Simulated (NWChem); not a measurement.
System: AlBrF2; SMILES [F][Al]([F])[Br]

Here is an NWChem input.

```
start job
memory heap 200 mb stack 900 mb global 1100 mb
geometry units angstroms noautoz
  Al     0.000562     0.950272     0.000000
  F      0.001360     1.800913    -1.428634
  F      0.001360     1.800913     1.428634
  Br    -0.001832    -1.280961     0.000000
end
basis spherical
  * library def2-svpd
end
dft
  xc b3lyp
  iterations 150
end
tddft
  nroots 6
  notriplet
end
task tddft energy
```

NWChem printed, in part:

```
             Northwest Computational Chemistry Package (NWChem) 7.3.0
             --------------------------------------------------------

 C2V symmetry detected

                             Geometry "geometry" -> ""
                             -------------------------

 Output coordinates in angstroms (scale by  1.889725989 to convert to a.u.)

  No.       Tag          Charge          X              Y              Z
 ---- ---------------- ---------- -------------- -------------- --------------
    1 Al                  13.0000     0.00000000     0.00000000    -0.95123720
    2 F                    9.0000     0.00000000    -1.42863400    -1.80187857
    3 F                    9.0000     0.00000000     1.42863400    -1.80187857
    4 Br                  35.0000     0.00000000     0.00000000     1.27999708

 Effective nuclear repulsion energy (a.u.)     295.5292866593

      Symmetry information
      --------------------

 Group name             C2v
 Group number             16
 Group order               4
 No. of unique centers     3

                                 NWChem DFT Module
                                 -----------------

 Summary of "ao basis" -> "ao basis" (spherical)
 ------------------------------------------------------------------------------
       Tag                 Description            Shells   Functions and Types
 ---------------- ------------------------------  ------  ---------------------
 Al                        def2-svpd                10       24   5s3p2d
 F                         def2-svpd                 9       23   4s3p2d
 Br                        def2-svpd                15       41   6s5p4d

      Symmetry analysis of basis
      --------------------------

        a1         47
        a2         13
        b1         21
        b2         30

            General Information
            -------------------
          SCF calculation type: DFT
          Wavefunction type:  closed shell.
          No. of atoms     :     4
          No. of electrons :    66
           Alpha electrons :    33
            Beta electrons :    33
          Charge           :     0
          Spin multiplicity:     1
          Use of symmetry is: off; symmetry adaption is: on
          Maximum number of iterations: 150
          AO basis - number of functions:   111
                     number of shells:    43
          Convergence on energy requested:  1.00D-06
          Convergence on density requested:  1.00D-05
          Convergence on gradient requested:  5.00D-04

              XC Information
              --------------
                         B3LYP Method XC Potential
                     Hartree-Fock (Exact) Exchange  0.200
                        Slater Exchange Functional  0.800 local
                    Becke 1988 Exchange Functional  0.720 non-local
              Lee-Yang-Parr Correlation Functional  0.810
                  VWN I RPA Correlation Functional  0.190 local

             Grid Information
             ----------------
          Grid used for XC integration:  medium
          Radial quadrature: Mura-Knowles
          Angular quadrature: Lebedev.
          Tag              B.-S. Rad. Rad. Pts. Rad. Cut. Ang. Pts.
          ---              ---------- --------- --------- ---------
          Al                  1.25       88          12.0       590
          F                   0.50       49          12.0       434
          Br                  1.15      112          12.0       590
          Grid pruning is: on
          Number of quadrature shells:   298
          Spatial weights used:  Erf1

      Superposition of Atomic Density Guess
      -------------------------------------

 Sum of atomic energies:       -3012.47442153

      Non-variational initial energy
      ------------------------------

 Total energy =   -3012.816411
 1-e energy   =   -4785.054761
 2-e energy   =    1476.709063
 HOMO         =      -0.425196
 LUMO         =      -0.065696

      Symmetry analysis of molecular orbitals - initial
      -------------------------------------------------

  Numbering of irreducible representations:

     1 a1          2 a2          3 b1          4 b2

  Orbital symmetries:

     1 a1          2 a1          3 a1          4 b2          5 b1
     6 a1          7 a1          8 b2          9 a1         10 a1
    11 b2         12 b1         13 a1         14 a1         15 b2
    16 b1         17 a1         18 a2         19 b2         20 a1
    21 b1         22 a1         23 b2         24 a1         25 a1
    26 b2         27 a1         28 b1         29 a2         30 b2
    31 a1         32 b1         33 b2         34 a1         35 b1
    36 a1         37 a1         38 b2         39 b1         40 a1
    41 b2         42 a1         43 a2

 !! scf_movecs_sym_adapt:   10 vectors were symmetry contaminated

  Symmetry fudging

   convergence    iter        energy       DeltaE   RMS-Dens  Diis-err
 ---------------- ----- ----------------- --------- --------- ---------
 d= 0,ls=0.0,diis     1  -3015.9029476716 -3.31D+03  1.52D-02  1.01D+00

 !! scf_movecs_sym_adapt:    8 vectors were symmetry contaminated

  Symmetry fudging
 d= 0,ls=0.0,diis     2  -3015.7535739096  1.49D-01  7.66D-03  3.02D+00

 !! scf_movecs_sym_adapt:    8 vectors were symmetry contaminated

  Symmetry fudging
 d= 0,ls=0.0,diis     3  -3016.0095307609 -2.56D-01  9.78D-04  1.79D-02

 !! scf_movecs_sym_adapt:   10 vectors were symmetry contaminated

  Symmetry fudging

 !! scf_movecs_sym_adapt:    2 vectors were symmetry contaminated

 d= 0,ls=0.0,diis     4  -3016.0104395987 -9.09D-04  5.26D-04  4.51D-03

 !! scf_movecs_sym_adapt:    4 vectors were symmetry contaminated

  Symmetry fudging
 d= 0,ls=0.0,diis     5  -3016.0109307180 -4.91D-04  1.46D-04  2.02D-04

 !! scf_movecs_sym_adapt:    2 vectors were symmetry contaminated

  Symmetry fudging
  Resetting Diis
 d= 0,ls=0.0,diis     6  -3016.0109628172 -3.21D-05  1.43D-05  2.67D-06

 !! scf_movecs_sym_adapt:    2 vectors were symmetry contaminated

  Symmetry fudging
 d= 0,ls=0.0,diis     7  -3016.0109630749 -2.58D-07  6.79D-06  1.94D-07

         Total DFT energy =    -3016.010963074917
      One electron energy =    -4786.557026772791
           Coulomb energy =     1606.068530986923
    Exchange-Corr. energy =     -131.051753948368
 Nuclear repulsion energy =      295.529286659320

 Numeric. integr. density =       65.999999722444

                  Occupations of the irreducible representations
                  ----------------------------------------------

                     irrep           alpha         beta
                     --------     --------     --------
                     a1               16.0         16.0
                     a2                2.0          2.0
                     b1                6.0          6.0
                     b2                9.0          9.0

                       DFT Final Molecular Orbital Analysis
                       ------------------------------------

 Vector   31  Occ=2.000000D+00  E=-4.001639D-01  Symmetry=a1
              MO Center=  8.1D-11,  3.0D-11,  5.6D-01, r^2= 3.2D+00
   Bfn.  Coefficient  Atom+Function         Bfn.  Coefficient  Atom+Function
  ----- ------------  ---------------      ----- ------------  ---------------
    85      0.446985  4 Br pz                88      0.417856  4 Br pz
    82     -0.296668  4 Br pz                31     -0.212746  2 F  pz
    54     -0.212746  3 F  pz                11     -0.172882  1 Al pz
     3     -0.171198  1 Al s                 74      0.157316  4 Br s
    34      0.121382  2 F  pz                57      0.121382  3 F  pz

 Vector   32  Occ=2.000000D+00  E=-3.395131D-01  Symmetry=b1
              MO Center= -5.3D-10,  3.4D-11,  1.1D+00, r^2= 1.7D+00
   Bfn.  Coefficient  Atom+Function         Bfn.  Coefficient  Atom+Function
  ----- ------------  ---------------      ----- ------------  ---------------
    86      0.554044  4 Br px                83      0.524644  4 Br px
    80     -0.345648  4 Br px                77      0.112299  4 Br px
     9      0.071428  1 Al px                18     -0.053522  1 Al d  1
    29      0.053700  2 F  px                52      0.053700  3 F  px
    89      0.051832  4 Br px                12      0.046523  1 Al px

[...]

                                NWChem TDDFT Module
                                -------------------

            General Information
            -------------------
           No. of orbitals :     222
            Alpha orbitals :     111
             Beta orbitals :     111
        Alpha frozen cores :       0
         Beta frozen cores :       0
     Alpha frozen virtuals :       0
      Beta frozen virtuals :       0
         Spin multiplicity :       1
    Number of AO functions :     111
        Use of symmetry is : off
      Symmetry adaption is : on
         Schwarz screening :  0.10D-07

              XC Information
              --------------
                  B3LYP Method XC Potential
              Hartree-Fock (Exact) Exchange   0.20
                 Slater Exchange Functional   0.80 local
             Becke 1988 Exchange Functional   0.72 non-local
       Lee-Yang-Parr Correlation Functional   0.81
           VWN I RPA Correlation Functional   0.19 local

             TDDFT Information
             -----------------
          Calculation type : TDDFT
         Wavefunction type : Restricted singlets
          No. of electrons :      66
           Alpha electrons :      33
            Beta electrons :      33
              No. of roots :       6
          Max subspacesize :    5200
            Max iterations :     100
               Target root :       1
           Target symmetry : none
      Symmetry restriction : off
                 Algorithm : Optimal
        Davidson threshold :  0.10D-03

    6 smallest eigenvalue differences (eV)
--------------------------------------------------------
  No. Spin  Occ  Vir  Irrep   E(Occ)    E(Vir)   E(Diff)
--------------------------------------------------------
    1    1   33   34 b2       -0.333    -0.078     6.933
    2    1   32   34 b1       -0.340    -0.078     7.117
    3    1   33   35 a2       -0.333    -0.041     7.932
    4    1   32   35 a1       -0.340    -0.041     8.116
    5    1   31   34 a1       -0.400    -0.078     8.768
    6    1   30   34 b2       -0.428    -0.078     9.537
--------------------------------------------------------

  Entering Davidson iterations
  Restricted singlet excited states

  Iter   NTrls   NConv    DeltaV     DeltaE      Time
  ----  ------  ------  ---------  ---------  ---------
    1      6       0     0.25E+00   0.10+100       19.2
    2     18       0     0.48E-01   0.26E-01       25.4
    3     30       0     0.17E-01   0.90E-03       26.1
    4     42       0     0.74E-02   0.14E-03       23.4
    5     54       0     0.34E-02   0.23E-04       21.8
    6     66       1     0.14E-02   0.41E-05       24.4
    7     76       3     0.47E-03   0.57E-06       23.1
    8     82       4     0.20E-03   0.64E-07       19.1
    9     86       6     0.96E-04   0.86E-08       17.1
  ----  ------  ------  ---------  ---------  ---------
  Convergence criterion met

  Ground state a1      -3016.010963074917 a.u.

  ----------------------------------------------------------------------------
  Root   1 singlet b2             0.216013672 a.u.                5.8780 eV
  ----------------------------------------------------------------------------
     Transition Moments    X  0.00000   Y  0.36707   Z  0.00000
     Dipole Oscillator Strength                    0.0194038826
     Electric Quadrupole                           0.0000000081
     Magnetic Dipole                               0.0000000185
     Total Oscillator Strength                     0.0194039091

     Occ.   33  b2  ---  Virt.   34  a1  -0.99767 X
     Occ.   33  b2  ---  Virt.   37  a1  -0.05204 X
  ----------------------------------------------------------------------------
  Root   2 singlet b1             0.222485725 a.u.                6.0541 eV
  ----------------------------------------------------------------------------
     Transition Moments    X  0.50340   Y  0.00000   Z  0.00000
     Dipole Oscillator Strength                    0.0375876229
     Electric Quadrupole                           0.0000000285
     Magnetic Dipole                               0.0000002339
     Total Oscillator Strength                     0.0375878853

     Occ.   32  b1  ---  Virt.   34  a1  -0.99686 X
     Occ.   32  b1  ---  Virt.   37  a1  -0.05628 X
  ----------------------------------------------------------------------------
  Root   3 singlet a2             0.248555873 a.u.                6.7636 eV
  ----------------------------------------------------------------------------
     Transition Moments    X  0.00000   Y -0.00000   Z  0.00000
     Dipole Oscillator Strength                    0.0000000000
     Electric Quadrupole                           0.0000000020
     Magnetic Dipole                               0.0000000380
     Total Oscillator Strength                     0.0000000400

     Occ.   33  b2  ---  Virt.   35  b1   0.99823 X
  ----------------------------------------------------------------------------
  Root   4 singlet a1             0.264646403 a.u.                7.2014 eV
  ----------------------------------------------------------------------------
     Transition Moments    X  0.00000   Y -0.00000   Z -0.23636
     Dipole Oscillator Strength                    0.0098564714
     Electric Quadrupole                           0.0000000431
     Magnetic Dipole                               0.0000000000
     Total Oscillator Strength                     0.0098565146

     Occ.   31  a1  ---  Virt.   34  a1  -0.37191 X
     Occ.   31  a1  ---  Virt.   37  a1  -0.05582 X
     Occ.   32  b1  ---  Virt.   35  b1  -0.91661 X
     Occ.   33  b2  ---  Virt.   38  b2   0.10258 X
  ----------------------------------------------------------------------------
  Root   5 singlet a1             0.298062158 a.u.                8.1107 eV
  ----------------------------------------------------------------------------
     Transition Moments    X -0.00000   Y  0.00000   Z -1.21688
     Dipole Oscillator Strength                    0.2942439971
     Electric Quadrupole                           0.0000000548
     Magnetic Dipole                               0.0000000000
     Total Oscillator Strength                     0.2942440519

     Occ.   27  a1  ---  Virt.   34  a1  -0.12812 X
     Occ.   31  a1  ---  Virt.   34  a1   0.86787 X
     Occ.   32  b1  ---  Virt.   35  b1  -0.29789 X
     Occ.   32  b1  ---  Virt.   39  b1   0.05729 X
     Occ.   33  b2  ---  Virt.   38  b2   0.33156 X
     Occ.   33  b2  ---  Virt.   40  b2   0.10290 X
     Occ.   33  b2  ---  Virt.   45  b2  -0.08934 X
  ----------------------------------------------------------------------------
  Root   6 singlet b2             0.304726962 a.u.                8.2920 eV
  ----------------------------------------------------------------------------
     Transition Moments    X -0.00000   Y  0.26549   Z  0.00000
     Dipole Oscillator Strength                    0.0143195523
     Electric Quadrupole                           0.0000000248
     Magnetic Dipole                               0.0000007128
     Total Oscillator Strength                     0.0143202899

     Occ.   29  a2  ---  Virt.   35  b1  -0.05633 X
     Occ.   30  b2  ---  Virt.   34  a1   0.99184 X
     Occ.   30  b2  ---  Virt.   36  a1   0.06252 X

              Target root =      1
          Target symmetry = none
      Ground state energy =  -3016.010963074917
        Excitation energy =      0.216013671517
     Excited state energy =  -3015.794949403400

  stored tddft:energy   -3015.7949494033996
```

Level: B3LYP/def2-SVPD, full TDDFT. Coordinates come from a PBE-D3(BJ)/def2-SVP optimisation.
